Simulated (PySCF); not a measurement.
H2O, SMILES [OH2+], charge +1, multiplicity 2.

The structure is a stationary point at PBE0-D3(BJ)/def2-TZVPD.

Two levels are set side by side: PBE/def2-TZVPD (PySCF) and M06-2X/def2-TZVPD (PySCF). Same geometry, gas phase. Differences are taken from unrounded values.

| quantity | M06-2X | PBE | PBE minus M06-2X |
|---|---|---|---|
| α-spin orbital gap (eV) | 18.65 | 12.64 | -6.01 |
| β-spin orbital gap (eV) | 10.47 | 2.76 | -7.71 |
| mean polarisability (bohr³) | 5.3 | 5.4 | 0.2 |

PBE's more diffuse valence density responds more strongly to a field. Differences between two approximate levels are no errors against the true value.

Rough cost on one machine, each run with all the roots and properties that it gave: M06-2X against PBE about 3 times.
